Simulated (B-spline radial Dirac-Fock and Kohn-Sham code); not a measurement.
Method: the Dirac equation of a negative muon with reduced mass in the field of a spherical finite nucleus, with the Uehling potential to all orders; nuclear polarisation, deformation, hyperfine structure, self-energy, higher-order vacuum polarisation, relativistic recoil and electron screening are left out. Computed with a B-spline atomic structure program. The nuclear charge is a Fermi distribution (skin thickness 2.3 fm).

Problem. A muonic atom of atomic mass 113.90 u emits these computed lines: 2p3/2 → 1s1/2 3265 keV, 3d5/2 → 2p3/2 906.0 keV, 4f7/2 → 3d5/2 318.0 keV, 5g9/2 → 4f7/2 146.6 keV. Which element is it, and what rms charge radius was used?

Solution. Cadmium (Z = 48, nuclide ¹¹⁴Cd); the high transitions hardly feel the nucleus and fix Z. The 2p → 1s line lies 1791 keV below the value for a point nucleus without QED, which for this nuclear model gives a radius near 4.61 fm (4.6087 fm was used).
